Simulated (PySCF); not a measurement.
Species: C4H12NSi (charge +1).
Atom-mapped SMILES: `[SiH3:1][CH2:2][CH:3]1[CH2:4][NH2+:5][CH2:6]1` (hydrogens: H7, H8, H9 on Si1; H10, H11 on C2; H12 on C3; H13, H14 on C4; H15, H16 on N5; H17, H18 on C6)

Structure used (PBE0-D3(BJ)/def2-SVP), in Å, numbered top down from 1:
```xyz
18
C4H12NSi angstrom
Si     2.631    0.272    0.168
C      0.989    0.055    1.110
C     -0.156   -0.419    0.242
C     -0.678    0.520   -0.863
N     -2.101    0.163   -0.486
C     -1.587   -0.418    0.815
H      3.039   -1.047   -0.395
H      3.662    0.812    1.093
H      2.387    1.227   -0.958
H      0.732    1.014    1.593
H      1.160   -0.669    1.924
H      0.071   -1.410   -0.186
H     -0.447    0.311   -1.915
H     -0.513    1.585   -0.648
H     -2.505   -0.550   -1.104
H     -2.778    0.932   -0.424
H     -1.738    0.320    1.615
H     -2.069   -1.367    1.081
```

Theory: TDDFT CAM-B3LYP/def2-SVPD, vertical, gas phase, core orbitals frozen in the response in PySCF.

Transition dipole moments from the ground state, in atomic units and in the frame of the coordinates above (overall signs are arbitrary), for the states with f of 0.002 or more among the lowest 7:

| state | E (hartree) | μx | μy | μz |
| --- | --- | --- | --- | --- |
| S1 | 0.2782 | -0.024 | 0.056 | -0.102 |
| S2 | 0.3020 | -0.286 | -0.083 | 0.202 |
| S3 | 0.3080 | 0.131 | -0.028 | 0.029 |
| S4 | 0.3122 | -0.074 | 0.139 | 0.134 |
| S5 | 0.3153 | 0.062 | -0.122 | -0.061 |
| S6 | 0.3158 | -0.044 | -0.220 | 0.085 |
| S7 | 0.3208 | -0.410 | -0.014 | 0.272 |

What oscillator strength does each state have?

f = (2/3) ΔE |μ|² with ΔE in hartree (27.2114 eV).

```csv
state,|μ|² (au),|μ| (D),f
S1,0.014,0.30,0.003
S2,0.129,0.91,0.026
S3,0.019,0.35,0.004
S4,0.043,0.53,0.009
S5,0.023,0.38,0.005
S6,0.058,0.61,0.012
S7,0.242,1.25,0.052
```

Which bond between heavy atoms lies closest to the direction of the S7 transition dipole?

Si1–C2, at 6° from it; next C3–C6 at 12°.

What angle do the transition dipoles of S2 and S6 make?

|cos θ| = |μa·μb| / (|μa| |μb|) = 0.55, so θ ≈ 56° (taken between 0 and 90°, since the signs are arbitrary).

The vertical ionisation energy (ΔSCF) is 14.61 eV, 5.88 eV above S7.

One conformer stands for the species.
